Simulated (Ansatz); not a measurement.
Gas-phase electronic energies from Ansatz, PBE0-D4/def2-TZVP geometries. CCSD(T)/CBS is the MP2 limit (def2-TZVPP, def2-QZVPP) plus CCSD(T) − MP2 in def2-TZVPP, frozen cores. Functionals use def2-TZVPP. Elements past krypton have def2 core potentials. For Ge, In, Se outer-core shells are correlated without core-valence functions, which leaves a few kJ/mol of doubt a bond. Scalar relativity is left out up to krypton. Each species was taken in one conformer, which may not be the lowest.

Reaction (formal exchange of groups at the Se–In bond): `[CH3][InH][SeH]` + `[Cl][GeH3]` → `[Cl][GeH2][SeH]` + `[CH3][InH2]`

`[CH3][InH][SeH]`:

Cartesian coordinates in Å:
```
C -1.059 0.058 -0.729
In 0.660 -0.830 0.192
Se 2.026 0.684 1.672
H -1.688 -0.691 -1.207
H -1.640 0.593 0.024
H -0.727 0.778 -1.480
H 1.288 -2.425 0.091
H 1.140 1.833 1.436
```

`[Cl][GeH3]`:

```xyz
5

Cl   -1.311   -1.075   -1.050
Ge    0.106    0.087    0.085
H     1.258    0.441   -0.861
H     0.577   -0.790    1.249
H    -0.629    1.337    0.577
```

`[Cl][GeH2][SeH]`:

Z-matrix (Å, degrees):
```
Ge
Se 1 2.348
Cl 1 2.148 2 104.6
H 1 1.534 2 112.1 3 -116.2
H 1 1.534 2 112.2 3 116.2
H 2 1.471 1 91.7 3 179.5
```

`[CH3][InH2]`:

```xyz
7

C     0.119    0.620   -0.788
In   -0.115   -0.711    0.889
H     0.634    0.134   -1.616
H    -0.869    0.936   -1.134
H     0.668    1.516   -0.495
H     0.042   -2.423    0.688
H    -0.480   -0.072    2.456
```

Problem. Is it downhill or uphill in electronic energy at CCSD(T)/CBS, and by how much? (Estimate.)

Solution. The calculation gave: Uphill: ΔE = +77.7 kJ/mol.

Problem. What do these levels give: PBE-D4, r2SCAN0-D4, CAM-B3LYP-D4, ωB97M-V, BLYP, r2SCANh, r2SCAN0, BHLYP, HF/def2-SVP, MP2/def2-SVP, MP2/def2-TZVPP, SCS-MP2/def2-QZVPP? (Estimate.)

Solution. Ansatz gave: PBE-D4 69.4, r2SCAN0-D4 73.1, CAM-B3LYP-D4 70.8, ωB97M-V 69.3, BLYP 73.5, r2SCANh 73.5, r2SCAN0 73.4, BHLYP 74.7, HF/def2-SVP 78.4, MP2/def2-SVP 79.2, MP2/def2-TZVPP 75.1, SCS-MP2/def2-QZVPP 76.7 kJ/mol.

Largest T1 diagnostic among the species: 0.013.

Leaving LDA and LC-ωPBE aside and taking each functional with its dispersion term where it has one, the values, not all of them listed here, spread over 9.0 kJ/mol, from revPBE-D4 to B2PLYP. The D4 term adds −3.1 kJ/mol with B3LYP and −1.4 kJ/mol with PBE0; it sums over pairs of atoms, weighted by their polarisabilities, and B3LYP, whose exchange is more repulsive, gets the larger term.

B3LYP here is the variant with VWN-RPA as its local correlation; programs differ in this.
